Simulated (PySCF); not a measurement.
Ligand exchange on a metal centre used in film growth or etching (Cd NH2-H). Gas-phase values, no solvent. One relaxed conformer stands for each flexible species; it need not be the lowest.

The HOMO from two functionals at the same geometries (r2SCAN-D4/def2-SVP), both in PySCF: PBE-D3(BJ)/def2-TZVP and B3LYP-D3(BJ)/def2-TZVP. B3LYP has the VWN-RPA correlation part, as in Gaussian. 

```
species                                  B3LYP-D3(BJ)/def2-TZVP (eV)
---------------------------------------  ---------------------------
0 of 2 NH2 replaced by H ([Cd(NH2)2])                          -6.45
1 of 2 NH2 replaced by H ([Cd(NH2)(H)])                        -6.39
2 of 2 NH2 replaced by H ([Cd(H)2])                            -7.65
```

**Question.** What does PBE-D3(BJ)/def2-TZVP give for each?

**Answer.** 
- 0 of 2 NH2 replaced by H ([Cd(NH2)2]): -5.37
- 1 of 2 NH2 replaced by H ([Cd(NH2)(H)]): -5.31
- 2 of 2 NH2 replaced by H ([Cd(H)2]): -6.69
Over these rows, drawn at random from the members with no instability flagged (it was tested for open shells, ions and some series alone), PBE minus B3LYP-D3(BJ): mean +1.04 eV, from +0.96 eV to +1.08 eV.
